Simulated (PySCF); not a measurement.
Delta-SCF ions had no search for a lower state. 

Cartesian coordinates (Å):
SMILES: [O-][SiH2]B(O)O
```xyz
9

O     -1.2646     0.2283    -1.5876
Si    -1.2898    -0.1030    -0.0363
B      0.7214    -0.0025     0.3035
O      1.5609    -0.1610     1.3912
O      1.2779     0.3008    -0.9013
H     -2.0727     0.8395     0.8546
H     -1.8773    -1.4385     0.3712
H      2.4742    -0.0235     1.1106
H      0.4701     0.3599    -1.5059
```
Charge -1, spin multiplicity 1.

Q: Estimate the total energy, vertical detachment energy (Delta-SCF) and HOMO that CAM-B3LYP-D3(BJ)/def2-TZVPD run with PySCF returns for this input.

A: 
- total energy: -542.6514 Ha
- vertical detachment energy (Delta-SCF): 3.88 eV
- HOMO: -3.14 eV
